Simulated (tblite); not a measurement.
O2Zr (SMILES [O]=[Zr]=[O]), singlet, at a GFN2-xTB geometry (such geometries of metal compounds can be far from the true shape); IPEA1-xTB (tblite).

tblite was given this input:
```
$ tblite run mol.xyz --method ipea1 --charge 0 --spin 0 --json tblite.json --no-restart

# file mol.xyz
3

Zr    -0.14735518    -0.16294999    -0.21094306
O      1.44787434     0.60647650    -0.38052480
O     -0.71109845     0.20827346     1.43524010
```

The log (banner, timings and long lists left out):

```
xTB calculator
 | screened Coulomb repulsion
 | Coulomb electrostatics
 |  * isotropic Klopman-Ohno-Mataga-Nishimoto electrostatics
 |  * onsite third-order electrostatics
 | DFT-D3(BJ) dispersion correction

halogen bonding energy    0.0000000000000E+00 Eh
repulsion energy          7.3822551318824E-02 Eh
dispersion energy        -5.1329711783271E-04 Eh
number of electrons       1.6000000000000E+01 e
integral cutoff           4.0000000000000E+01 bohr

------------------------------------------------------------
  cycle        total energy    energy error   density error
------------------------------------------------------------
      1     -9.234453943472  -9.3077632E+00   1.1819073E+00
      2     -9.846795035156  -6.1234109E-01   2.3678005E+00
      3     -10.00133436307  -1.5453933E-01   7.6942738E-01
      4     -10.68651967233  -6.8518531E-01   1.6474448E-01
      5     -10.71972913120  -3.3209459E-02   1.2877879E-01
      6     -10.73454337745  -1.4814246E-02   7.2215497E-02
      7     -10.74161054061  -7.0671632E-03   1.5007066E-02
      8     -10.74173466603  -1.2412541E-04   1.1615035E-02
      9     -10.74191761115  -1.8294512E-04   2.3216734E-04
     10     -10.74191768237  -7.1217084E-08   2.6697634E-05
     11     -10.74191768323  -8.6421714E-10   2.4662834E-06
------------------------------------------------------------

electronic energy        -1.0815226937433E+01 Eh
total energy             -1.0741917683232E+01 Eh

Post processing:
 | Mayer-Wiberg bond orders

[Info] JSON dump of results written to 'tblite.json'
```
